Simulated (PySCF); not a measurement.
Species: C₇H₁₅P.
Atom-mapped SMILES: `[CH3:1][CH2:2][CH2:3][P:4]1[CH2:5][CH2:6][C@@H:7]1[CH3:8]` (hydrogens: H9, H10, H11 on C1; H12, H13 on C2; H14, H15 on C3; H16, H17 on C5; H18, H19 on C6; H20 on C7; H21, H22, H23 on C8)

Computed by this run: PySCF, PBE0-D3(BJ)/def2-SVP geometry optimisation, gas phase; density fitting, grid level 1; the optimiser is geomeTRIC in internal coordinates, started from a GFN2-xTB structure with every atom displaced at random (about 0.01 Å).

Step 0: E = -16771.9788 eV
```
atom  x, y, z in Å  |  force x, y, z in eV/Å
C1     -3.1193    0.4662   -0.1615   -1.430   0.756   0.837
C2     -2.1908   -0.2671    0.7470    0.290   0.395  -0.002
C3     -0.7916    0.3102    0.6880    0.686  -0.649  -0.054
P4      0.0166    0.0862   -1.0007   -0.609   0.106   0.135
C5      0.6931   -1.6453   -0.7525    0.284   0.865   0.864
C6      1.9789   -1.0865   -0.1129   -0.117  -0.233  -0.230
C7      1.8244    0.3573   -0.5883   -0.221   0.401   1.007
C8      2.2434    1.4713    0.3563   -0.510  -0.387  -1.016
H9     -2.7816    0.4567   -1.1730    0.338  -0.053  -1.215
H10    -3.2097    1.5336    0.1418    0.074  -0.295  -0.107
H11    -4.1441    0.0523   -0.1201    0.144   0.008  -0.104
H12    -2.1541   -1.3143    0.4606   -0.036  -0.652   0.019
H13    -2.5808   -0.2069    1.7690    0.056  -0.153   0.291
H14    -0.1622   -0.1618    1.4612    0.064   0.058   0.013
H15    -0.8099    1.3760    0.8995   -0.030   0.578   0.102
H16     0.8753   -2.1087   -1.6946    0.141  -0.648  -1.097
H17     0.1076   -2.2976   -0.1200   -0.416  -0.489   0.259
H18     1.9435   -1.1463    0.9833   -0.005  -0.001   0.093
H19     2.8975   -1.5862   -0.4452    0.240  -0.089   0.063
H20     2.3015    0.5057   -1.5427    0.479   0.044  -0.808
H21     1.9302    2.4369   -0.0532    0.202   0.301  -0.037
H22     3.3158    1.4316    0.4937    0.679   0.237   0.150
H23     1.7638    1.3600    1.3129   -0.306  -0.100   0.838
```

**Question.** Estimate the geometry and energy of step 1. (The exact step hangs on the optimiser's Hessian estimate; all steps are aligned on step 0, rigid shifts and turns removed.)

**Answer.** E = -16772.1442 eV, largest force 0.337 eV/Å
```
atom  x, y, z in Å  |  force x, y, z in eV/Å
C1     -3.1856    0.4796   -0.1540    0.232   0.016  -0.244
C2     -2.1975   -0.2521    0.7424   -0.008  -0.104  -0.022
C3     -0.7737    0.3013    0.6904   -0.059   0.144  -0.024
P4      0.0039    0.0822   -0.9921   -0.054   0.057   0.020
C5      0.7060   -1.6493   -0.7626   -0.013  -0.195  -0.190
C6      1.9776   -1.0912   -0.1078    0.065   0.002   0.063
C7      1.8315    0.3671   -0.5777    0.072  -0.028  -0.280
C8      2.2674    1.4778    0.3440    0.043  -0.030   0.197
H9     -2.8471    0.4777   -1.2089   -0.084  -0.014   0.206
H10    -3.2862    1.5320    0.1504   -0.028   0.061   0.019
H11    -4.1798    0.0180   -0.1163   -0.112  -0.037   0.018
H12    -2.1769   -1.3260    0.4739   -0.018   0.061   0.032
H13    -2.5560   -0.2142    1.7853    0.017  -0.021   0.015
H14    -0.1530   -0.1640    1.4723    0.015  -0.021   0.024
H15    -0.7900    1.3884    0.9009    0.014  -0.088  -0.026
H16     0.8921   -2.1267   -1.7447   -0.036   0.117   0.192
H17     0.1015   -2.3440   -0.1570    0.033   0.021  -0.042
H18     1.9088   -1.1434    0.9915   -0.002   0.000  -0.019
H19     2.9219   -1.5873   -0.3925    0.001   0.001   0.021
H20     2.3219    0.4923   -1.5646   -0.048  -0.034   0.144
H21     2.0190    2.4677   -0.0667    0.011   0.040  -0.020
H22     3.3604    1.4457    0.5105   -0.099   0.020  -0.016
H23     1.7815    1.3918    1.3319    0.058   0.032  -0.070
```

The energy changes by -0.1654 eV. The first-order estimate −F·Δx gives -0.3684 eV and the mean of the old and new forces, exact on a quadratic surface, -0.1684 eV. The step makes an angle of 66° with the force vector and moves no atom by more than 0.095 Å.

The cost below is that of the whole optimisation. On an Arm Neoverse V1 with one thread (shared host), this took 2.5 min wall and 0.80 GiB of memory at its peak.
